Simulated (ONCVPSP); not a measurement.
## Potentials for germanium compared

Generated with ld1.x 7.5 (TM, RRKJ, ultrasoft, PAW), atompaw 4.2 or ONCVPSP 4.0.1. The cutoff is in Ry: for ld1.x and atompaw files where the sum of valence levels is converged to 10 mRy in a Bessel basis, for ONCV files where the hardest occupied wave has 1 mHa per electron of residual kinetic energy. The error is the largest all-electron minus pseudo excitation energy over each file’s own four to seven test configurations (ionisations up to +4, promotions, holes and added fractions of an electron), all of which were solved. The labels leave out finer settings (local radius, basis sizes, second energies), which also bear on the numbers. Spin-polarised tests are not counted. The rows are a selection from randomly drawn settings: files with unsolved tests, undetermined cutoffs or missed reference levels are left out.

A true bound ghost makes a file unfit for plane-wave use even where its test errors are small: the radial tests pick states by their node count and pass the ghost by.

```tsv
potential	cutoff (Ry)	largest error (meV)	bound ghosts
ONCV, PBE, scalar-relativistic, rc 0.85/0.80/1.10 (spd), local smoothed, core correction yes, reference 3s2 3p6 3d10 4s2, qcut 17.5/19.6/16.1, projectors 2/2/3	217	-2.3	none
ONCV, PBE, scalar-relativistic, rc 1.40/2.30 (sp), local smoothed, core correction no, reference 4s2 4p1, qcut 4.9/3.1, projectors 2/2	53	+97	s
ONCV, PBEsol, fully relativistic, rc 1.55/1.65/0.80 (spd), local smoothed, core correction no, reference 3d10 4s2 4p1, qcut 4.2/4.9/22.3, projectors 2/2/1	342	+2.1	s, p3/2, p1/2
ONCV, PBE, scalar-relativistic, rc 1.75/1.40/0.65 (spd), local smoothed, core correction yes, reference 3d10 4s2, qcut 3.7/5.2/13, projectors 2/2/2	1157	-34	s, p
ONCV, PBE, scalar-relativistic, rc 1.90/2.35 (sp), local smoothed, core correction yes, reference 4s2 4p2, qcut 2.9/2.8, projectors 2/1	41	-307	none
ONCV, PBE, fully relativistic, rc 1.70/2.40/1.20 (spd), local smoothed, core correction no, reference 3d10 4s2 4p2, qcut 3.6/3.2/16, projectors 2/2/1	177	+35	none
```

(1) Fill in the row for Ge: ONCV, PBE, scalar-relativistic, rc 0.85/1.00/0.65 (spd), local smoothed, core correction yes, reference 3s2 3p6 3d10 4s2 4p2, qcut 13.8/13.5/15.3, projectors 2/2/2.

(2) Fill in the row for Ge: ONCV, PBE, scalar-relativistic, rc 1.35/1.35 (sp), local p, core correction yes, reference 4s2 4p2, qcut 6.1/5.6, projectors 1/0.

Answers

(1) cutoff 801 Ry, largest error -3.0 meV, bound ghosts: none.

(2) cutoff 61 Ry, largest error -265 meV, bound ghosts: s.
